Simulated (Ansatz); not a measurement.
Cost and result up the ladder for `CC1(C)c2ccccc2-c2ccccc21` (29 atoms). Charge 0, multiplicity 1. Geometry: PBE0-D4/def2-SVP.

```xyz
29

C    -1.7121   -1.6461   -0.4693
C    -1.1471   -0.3262    0.0690
C    -2.2581    0.5158    0.7076
C    -0.0145   -0.5745    1.0499
C    -0.0500   -1.2445    2.2659
C     1.1248   -1.3555    3.0145
C     2.3202   -0.8032    2.5478
C     2.3614   -0.1291    1.3279
C     1.1888   -0.0184    0.5816
C     0.9296    0.6198   -0.7096
C     1.7786    1.3056   -1.5774
C     1.2549    1.8190   -2.7633
C    -0.0963    1.6500   -3.0753
C    -0.9467    0.9628   -2.2051
C    -0.4301    0.4485   -1.0230
H    -0.9197   -2.2553   -0.9283
H    -2.4857   -1.4572   -1.2301
H    -2.1716   -2.2326    0.3416
H    -1.8593    1.4646    1.0955
H    -3.0434    0.7476   -0.0290
H    -2.7277   -0.0276    1.5424
H    -0.9802   -1.6814    2.6396
H     1.1090   -1.8799    3.9731
H     3.2298   -0.8989    3.1458
H     3.2974    0.3034    0.9657
H     2.8361    1.4388   -1.3356
H     1.9060    2.3592   -3.4550
H    -0.4914    2.0597   -4.0082
H    -2.0028    0.8357   -2.4588
```

Ansatz on 4 threads of Arm Neoverse V2 on a shared host. Times are rough, and most runs start from the orbitals of an earlier one. PBE0-D4/def2-TZVP serves as the yardstick here, not as an exact answer. Differences are given only for rows in sets of like size (and for xTB, whose basis is part of the method), since another set adds its own error. Binding counts from free atoms at the same level (C triplet, H doublet; other spins of the atoms weren't run), without zero-point energy or a counterpoise term.

Correlated methods freeze 15 core orbitals. The rows differ in basis, and correlated rows in double-zeta sets carry the largest basis error.

Run but left out: HF/STO-3G (restricted singlet, unstable in another Hartree–Fock run and untested here).

Correlated methods converge slowly with the basis, most of all in double-zeta sets.

| level | functions | wall time |
| --- | --- | --- |
| PBE-D4/def2-SVP | 280 | 7 s |
| PBE0-D4/def2-SVP | 280 | 14 s |
| MP2/def2-SVP | 280 | 19 s |
| PBE-D4/def2-TZVP | 549 | 19 s |
| r2SCAN-D4/def2-TZVP (with forces) | 549 | 39 s |
| PBE0-D4/def2-TZVP (with forces) | 549 | 65 s |

**Question.** Estimate what each level gives for the binding energy per atom (eV).

**Answer.** 
```csv
level,binding energy per atom (eV),difference from PBE0-D4/def2-TZVP (eV),remarks
PBE-D4/def2-SVP,5.32,–,–
PBE0-D4/def2-SVP,5.23,–,–
MP2/def2-SVP,5.01,–,restricted SCF unstable
PBE-D4/def2-TZVP,5.25,0.09,–
r2SCAN-D4/def2-TZVP (with forces),5.10,-0.06,–
PBE0-D4/def2-TZVP (with forces),5.15,0.00,–
```
